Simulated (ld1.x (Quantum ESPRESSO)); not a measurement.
# Building the PAW potential for Hf (PBE, scalar-relativistic).

| Quantity | Value |
| --- | --- |
| Element | hafnium |
| Generator | ld1.x (Quantum ESPRESSO) 7.5 |
| Type | PAW |
| Functional | PBE |
| Relativity | scalar-relativistic |
| Frozen core | [Kr] 4d10 4f14 5s2 |
| Valence charge | 10 |
| Reference configuration | 5p6 5d2 6s1.5 6p0.5 |
| Partial waves | 6s (bound): rcut 2.45, rcutus 3.05 bohr; 6s channel at 1.1 Ry: rcut 2.45, rcutus 3.05 bohr; 5p (bound): rcut 2.45, rcutus 2.60 bohr; 6p (bound): rcut 2.45, rcutus 2.60 bohr; 5d (bound): rcut 2.35, rcutus 2.80 bohr; 5d channel at 0.75 Ry: rcut 2.35, rcutus 2.80 bohr |
| Local potential | all-electron potential smoothed inside 2.60 bohr (lloc = -1) |
| Core correction | a·sin(br)/r model core inside 2.40 bohr |
| Augmentation charge | PSQ, radius 2.30 bohr |

Poles of the logarithmic derivatives, all-electron (AE) and pseudo (PS). s: poles at -5.0, 0.8 (AE) and 0.8 (PS) Ry. p: poles at -2.6, 1.9 (AE) and -2.6, 1.7 (PS) Ry. d: poles at 0.1, 3.9 (AE) and 0.1, 3.7 (PS) Ry. Test radius 3.29 bohr.

- Cutoffs needed: 18 Ry and 25 Ry (the cutoffs (Ry, on a coarse ladder) from which the occupation-weighted sum of valence levels, in a spherical-Bessel basis at the reference potential, stays within 10 and 1 mRy of its value at 400 Ry)
- Ghost test: no extra level below or beside the all-electron valence levels (s, p, d, f tested) (spherical-Bessel basis up to 400 Ry, 20 bohr box)
- Configuration tests: 1 of 7 tests not solved or not reliable; not counted: 5p5 5d2 6s2 6p0 (solver errors, printed error -555 eV)
- Lowest eigenvalue of the overlap operator: 0.09 (p channel)
- Density cutoff estimated by the generator: 80 Ry
